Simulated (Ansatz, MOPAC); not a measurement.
Constitutional and geometric isomers with formula H5NSi2. All species are isolated molecules in the gas phase. Strings in code marks are SMILES.

Quantity: electronic energy of isomers of H5NSi2 relative to `[SiH2]=N[SiH3]`, in kcal/mol. The restricted reference of `N[SiH]=[SiH2]` and `[H]/N=[SiH]/[SiH3]` is unstable towards unrestricted orbitals. Semi-empirical values (MOPAC) are differences of heats of formation.

Level 1: frozen-core CCSD(T)/cc-pVTZ // PBE0-D3(BJ)/def2-TZVP (Ansatz, a first-principles code)
Level 2: HSE06/cc-pVTZ // PBE0-D3(BJ)/def2-TZVP (Ansatz)
Level 3: AM1 // PBE0-D3(BJ)/def2-TZVP (MOPAC)
Level 4: PM7 // PBE0-D3(BJ)/def2-TZVP (MOPAC)

| species | level 2 | level 3 | level 4 |
|---|---|---|---|
| `[H]/N=[SiH]/[SiH3]` | 12.5 | 30.9 | 30.5 |
| `N[SiH]=[SiH2]` | 2.83 | 34.3 | 48.3 |

Problem. What does level 1 give for each?

Solution. 
- `[H]/N=[SiH]/[SiH3]`: 15.2
- `N[SiH]=[SiH2]`: 9.18
